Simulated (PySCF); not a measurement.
C2H5GeP.
SMILES: `C#[C][GeH2][PH2]`

The calculation used TDDFT CAM-B3LYP/def2-SVPD, vertical, gas phase, core orbitals frozen in the response in PySCF 2.14.0, density-fitted response routines. Isolated species at its PBE0-D3(BJ)/def2-SVP geometry (one conformer only). The CAM-B3LYP/def2-SVPD calculation is non-relativistic and has no spin–orbit coupling, an omission that weighs most on germanium. Torsions of this conformer, `[CH:1]#[C:2][GeH2:3][PH2:4]`: H–P4–Ge3–C2 -47°, H–P4–Ge3–C2 46°.

```csv
state,λ (nm),E (eV),f,symmetry,"main configurations (H = HOMO, L = LUMO)"
S1,206.7,6.00,0.0002,–,"H→L+2 (25%), H-1→L (24%), H-2→L+2 (16%)"
S2,200.3,6.19,0.090,A′,"H-1→L+2 (30%), H→L (30%), H→L+1 (16%)"
S3,199.1,6.23,0.0026,A″,"H→L+2 (31%), H-1→L (24%), H-2→L+2 (15%)"
S4,188.7,6.57,0.046,A′,"H→L+1 (48%), H→L (40%)"
S5,184.5,6.72,0.011,A″,H→L+3 (91%)
S6,182.6,6.79,0.235,A′,"H→L+1 (23%), H-2→L (18%), H→L (16%)"
S7,167.3,7.41,0.0016,–,"H→L+4 (61%), H-2→L (22%)"
S8,165.1,7.51,0.0003,–,"H-1→L+1 (51%), H-1→L (39%)"
S9,163.6,7.58,0.0072,A″,"H-2→L+2 (39%), H→L+2 (38%), H-3→L+2 (9%)"
S10,161.9,7.66,0.052,A′,"H-2→L (26%), H→L+6 (19%), H-2→L+1 (19%)"
```

Triplets (Tamm–Dancoff): T1 4.89 eV, H→L (30%), H-1→L+2 (21%), H→L+1 (8%); T2 5.28 eV, H-1→L+2 (44%), H→L (37%); T3 5.42 eV, H→L+2 (23%), H-1→L (19%), H-2→L+2 (18%); T4 5.58 eV, H-2→L (22%), H-1→L+2 (17%), H→L+1 (14%).

The lowest singlet lies at 6.00 eV (207 nm, ultraviolet) and is dark (f under 0.0005); its leading configuration is HOMO→LUMO+2 (25%). The strongest level in the table is S6 at 6.79 eV (183 nm, f = 0.235). Löwdin shares by element: HOMO phosphorus 51%, carbon 27%, germanium 10%; LUMO phosphorus 30%, carbon 26%, germanium 26% (atoms not listed hold the other 19%). The listed states span 1.66 eV, and the widest gap between neighbours is 0.62 eV (S6 to S7). Orbital energies (eV): HOMO-3 -10.69, HOMO-2 -9.88, HOMO-1 -9.54, HOMO -8.74, LUMO 0.58, LUMO+1 0.78, LUMO+2 1.17. Weighted by f, the mean energy of these states is 6.76 eV. The vertical ionisation energy (ΔSCF) is 9.57 eV, 1.91 eV above S10. Symmetry labels in Cs follow from the direction of the transition dipole and are given only for states with f of 0.002 or more. Singlets were solved by full linear response, triplets in the Tamm–Dancoff approximation.
